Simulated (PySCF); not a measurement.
## Correlation energy of Cr²⁺ (chromium, charge +2)

[Ar] 3d3 4s1, high-spin 5F determinant (an excited configuration). Computed with PySCF 2.14 in aug-cc-pwCVTZ (10s9p7d4f3g, 127 functions), with no relativity, point nucleus. Frozen: [Ne]; 12 electrons correlated.

MP2 pair energies summed by pair of shells (mhartree):

```csv
pair,energy,share (%)
3p-3d,-134.44,34.1
3p-3p,-132.06,33.5
3s-3p,-47.76,12.1
3s-3d,-24.39,6.2
3d-3d,-19.55,5.0
3p-4s,-17.64,4.5
3d-4s,-9.41,2.4
3s-3s,-7.64,1.9
3s-4s,-1.53,0.4
```

Total MP2 correlation energy: -394.43 mhartree.

Same-spin part -118.30 and opposite-spin part -276.13 mhartree; SCS-MP2 scales them by 1/3 and 6/5 to -370.79 mhartree.
